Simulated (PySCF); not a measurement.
Ionisation energy of Ti+ by level of theory

Ti+ [Ar] 3d2 4s1 (4F) → Ti(2+) [Ar] 3d2 (3F), as a difference of total energies. All numbers are calculated (PySCF 2.14, scalar relativity by spin-free X2C-1e, in cc-pVTZ-DK). Correlated levels: valence: [Ar] frozen. The calculations carry no spin-orbit coupling.

Order these methods by the ionisation energy they give, lowest first.
A. PBE
B. UHF
C. SCS-MP2 (valence)
D. MP2 (valence)

B (12.940 eV), C (13.000 eV), D (13.119 eV), A (14.018 eV).

The reference lies between the lowest fine-structure levels, while these numbers refer to the centres of the terms.

Errors of the correlated levels include the incompleteness of this basis and the frozen core.

For comparison: 13.575 eV (measured; NIST Atomic Spectra Database, ionization energies).
